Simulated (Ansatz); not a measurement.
Two members of one family (Series [BX4]-), computed with Ansatz in the gas phase. The two geometries come from different levels. A dash marks a value that wasn't run or was left out as unsound. The structures are stationary points that may keep the symmetry of their start. Remarks come from the PBE and PBE0 runs and from stability tests at other levels; not every state was tested. HOMO above LUMO (over both spins in singlets and doublets, within one spin in higher multiplets; at PBE or PBE0), or a gap under 0.15 eV within one spin, warns that the state may not be the lowest or that an electron is smeared out.

First: [BF4]- (singlet, charge -1, PBE-D4/def2-SVPD geometry).

```xyz
5

B     0.0003    0.0001   -0.0001
F    -1.0057   -0.9245   -0.4054
F    -0.4375    0.6985    1.1625
F     0.2406    0.9311   -1.0510
F     1.2023   -0.7051    0.2941
```

| level | HOMO (eV) | vertical IE (eV) |
| --- | --- | --- |
| PBE-D4/def2-SVPD | -2.84 | – |
| PBE-D4/def2-TZVPD | -2.74 | 6.48 |
| PBE0-D4/def2-SVPD | -4.96 | – |
| PBE0-D4/def2-TZVPD | -4.83 | 7.41 |
| HSE06-D4/def2-TZVPD | -4.41 | – |

Remarks: gap within one spin near zero at PBE or PBE0 (neutral doublet).

Second: [BH4]- (singlet, charge -1, PBE0-D4/def2-TZVPD geometry).

```csv
atom,x (Å),y (Å),z (Å)
B1,0.000,0.000,0.000
H2,0.727,-0.941,-0.351
H3,-0.583,0.463,-0.991
H4,0.693,0.885,0.523
H5,-0.836,-0.408,0.819
```

Problem. What does the change do? Estimate second minus first.

Solution. 
```json
{"level": "PBE-D4/def2-SVPD", "Δ HOMO (eV)": "2.31", "Δ vertical IE (eV)": "–"}
{"level": "PBE-D4/def2-TZVPD", "Δ HOMO (eV)": "2.09", "Δ vertical IE (eV)": "-2.31"}
{"level": "PBE0-D4/def2-SVPD", "Δ HOMO (eV)": "3.12", "Δ vertical IE (eV)": "–"}
{"level": "PBE0-D4/def2-TZVPD", "Δ HOMO (eV)": "2.90", "Δ vertical IE (eV)": "-3.06"}
{"level": "HSE06-D4/def2-TZVPD", "Δ HOMO (eV)": "2.89", "Δ vertical IE (eV)": "–"}
```
